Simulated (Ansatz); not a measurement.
Isolated molecules relaxed with PBE0-D4/def2-TZVP in Ansatz; ΔE leaves out vibrations. CCSD(T)/CBS adds triple-zeta CCSD(T) − MP2 to the extrapolated MP2 energy (def2 sets, frozen cores). Functionals use def2-TZVPP. B3LYP here is the variant with VWN-RPA as its local correlation; programs differ in this. For Br, Ga outer-core shells are correlated without core-valence functions, which leaves a few kJ/mol of doubt a bond. Scalar relativity is left out up to krypton. One conformer a species, not always the lowest.

Reaction (redistribution): `[OH][Ga]([F])[Br]` + `[CH3][Al]([OH])[SiH2]O` → `[OH][Ga]([OH])[Br]` + `[CH3][Al]([OH])[SiH2]F`

```
             level  ΔE (kcal/mol)  difference from CCSD(T)/CBS
            PBE-D4           -5.7                          1.6
         r2SCAN-D4           -5.9                          1.4
           PBE0-D4           -5.8                          1.5
          B3LYP-D4           -6.3                          1.0
           ωB97X-V           -6.1                          1.2
           ωB97M-V           -6.2                          1.1
            B2PLYP           -6.5                          0.8
               PBE           -5.7                          1.6
            r2SCAN           -5.9                          1.4
              PBE0           -5.8                          1.5
             B3LYP           -6.3                          1.0
     HF/def2-TZVPP           -6.2                          1.1
    MP2/def2-TZVPP           -6.8                          0.5
SCS-MP2/def2-TZVPP           -6.7                          0.6
   CCSD/def2-TZVPP           -6.6                          0.7
CCSD(T)/def2-TZVPP           -6.6                          0.7
     HF/def2-QZVPP           -6.1                          1.2
    MP2/def2-QZVPP           -7.2                          0.1
SCS-MP2/def2-QZVPP           -7.0                          0.3
      HF/CBS(def2)           -6.1                          1.2
     MP2/CBS(def2)           -7.5                         -0.2
    CCSD/CBS(def2)           -7.4                         -0.1
       CCSD(T)/CBS           -7.3                            0
```

Largest T1 diagnostic among the species: 0.012.
